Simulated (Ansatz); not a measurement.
Relaxation of ClFH5NSi (9 atoms, charge 0, multiplicity 1), to a largest force component of 0.03 eV/Å in at most 50 steps.

Computed with Ansatz, RKS LDA/6-31G*.

```xyz
9
Properties=species:S:1:pos:R:3
Si 0.223 0.002 -0.031
F 0.261 0.002 1.581
N 1.766 0.000 -0.751
H 2.334 -0.848 -0.801
H 2.335 0.846 -0.803
H -0.450 1.268 -0.445
H -0.453 -1.263 -0.444
Cl -2.895 0.001 1.153
H -1.819 -0.006 1.952
```

**Question.** Where does it end, and by what steps?

**Answer.** It converged. After 8 steps the energy has fallen by 0.132 eV; Cl8 moved furthest, 0.64 Å.

| step | energy less start (eV) | largest force component (eV/Å) | accepted |
| --- | --- | --- | --- |
| 0 | 0.0000 | 0.698 | yes |
| 1 | -0.0413 | 1.165 | yes |
| 2 | -0.0982 | 0.665 | yes |
| 3 | -0.1046 | 0.386 | yes |
| 4 | -0.0852 | 0.321 | no |
| 5 | -0.1280 | 0.118 | yes |
| 6 | -0.1307 | 0.039 | yes |
| 7 | -0.1313 | 0.037 | yes |
| 8 | -0.1316 | 0.021 | yes |

```xyz
9
Properties=species:S:1:pos:R:3
Si 0.201 0.000 -0.211
F -0.026 -0.001 1.418
N 1.835 0.000 -0.667
H 2.401 -0.849 -0.645
H 2.402 0.848 -0.644
H -0.418 1.267 -0.702
H -0.419 -1.264 -0.704
Cl -2.999 0.000 1.782
H -1.676 -0.001 1.785
```

Whether the end is a true minimum wasn't checked by a vibrational analysis.

Time of the run: 16 s on 1 thread of Arm Neoverse V2, on a shared host, peak memory 0.14 GiB.
